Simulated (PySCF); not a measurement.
# Electronic absorption of C2H11Ge2N

C2H11Ge2N.
SMILES: `CC[N]([GeH3])[GeH3]`

Computed, not measured: TDDFT wB97X-D/def2-SVPD, vertical, gas phase, core orbitals frozen in the response (PySCF 2.14.0, density-fitted response routines). One conformer (not necessarily the lowest) at the PBE0-D3(BJ)/def2-SVP geometry, without solvent, vibrations or thermal averaging. The wB97X-D/def2-SVPD calculation is non-relativistic and has no spin–orbit coupling, an omission that weighs most on germanium. Torsions of this conformer, `[CH3:1][CH2:2][N:3]([GeH3:4])[GeH3:5]`: C1–C2–N3–Ge4 83°.

Q: Predict the UV-vis stick spectrum at this level.

A: 

```json
{"state": "S1", "E (eV)": "5.74", "E (hartree)": "0.2110", "f": "0.0014", "symmetry": "–", "main configurations (H = HOMO, L = LUMO)": "H→L+1 (74%), H→L (20%)"}
{"state": "S2", "E (eV)": "6.28", "E (hartree)": "0.2308", "f": "0.039", "symmetry": "A′", "main configurations (H = HOMO, L = LUMO)": "H→L (69%), H→L+1 (18%)"}
{"state": "S3", "E (eV)": "6.46", "E (hartree)": "0.2376", "f": "0.0038", "symmetry": "A′", "main configurations (H = HOMO, L = LUMO)": "H→L+3 (86%)"}
{"state": "S4", "E (eV)": "6.95", "E (hartree)": "0.2552", "f": "0.0096", "symmetry": "A″", "main configurations (H = HOMO, L = LUMO)": "H→L+2 (79%), H→L+5 (8%)"}
{"state": "S5", "E (eV)": "7.17", "E (hartree)": "0.2634", "f": "0.0030", "symmetry": "A′", "main configurations (H = HOMO, L = LUMO)": "H→L+4 (91%)"}
{"state": "S6", "E (eV)": "7.18", "E (hartree)": "0.2639", "f": "0.0033", "symmetry": "A″", "main configurations (H = HOMO, L = LUMO)": "H→L+5 (84%), H→L+2 (10%)"}
{"state": "S7", "E (eV)": "7.53", "E (hartree)": "0.2767", "f": "0.033", "symmetry": "A″", "main configurations (H = HOMO, L = LUMO)": "H→L+8 (90%)"}
{"state": "S8", "E (eV)": "7.79", "E (hartree)": "0.2863", "f": "0.021", "symmetry": "A′", "main configurations (H = HOMO, L = LUMO)": "H→L+7 (91%)"}
{"state": "S9", "E (eV)": "8.00", "E (hartree)": "0.2940", "f": "0.048", "symmetry": "A′", "main configurations (H = HOMO, L = LUMO)": "H→L+6 (85%)"}
{"state": "S10", "E (eV)": "8.16", "E (hartree)": "0.2998", "f": "0.043", "symmetry": "A″", "main configurations (H = HOMO, L = LUMO)": "H→L+9 (84%)"}
```

Triplets, Tamm–Dancoff:

```csv
state,E (eV),λ (nm),"main configurations (H = HOMO, L = LUMO)"
T1,5.39,230.2,H→L+1 (86%)
T2,6.10,203.2,H→L (91%)
T3,6.32,196.3,H→L+3 (88%)
T4,6.74,183.9,"H→L+2 (74%), H→L+5 (8%)"
```

The lowest singlet lies at 5.74 eV (216 nm, ultraviolet) and is very weak; its leading configuration is HOMO→LUMO+1 (74%). The strongest level in the table is S9 at 8.00 eV (155 nm, f = 0.048). Löwdin shares by element: HOMO nitrogen 55%, germanium 15%, carbon 8% or more (atoms not listed hold the other 22%); LUMO germanium 55%, hydrogen 12% or more (atoms not listed hold the other 33%). Weighted by f, the mean energy of these states is 7.49 eV. The oscillator strengths of these states sum to 0.205; summed over the whole spectrum of an exact calculation they would give the number of electrons, 94 (Thomas–Reiche–Kuhn). The listed states span 2.42 eV, and the widest gap between neighbours is 0.54 eV (S1 to S2). The vertical ionisation energy (ΔSCF) is 8.31 eV, 0.15 eV above S10. Symmetry labels in Cs follow from the direction of the transition dipole and are given only for states with f of 0.002 or more. Only the lowest 10 singlets were computed, as vertical energies without vibronic structure.
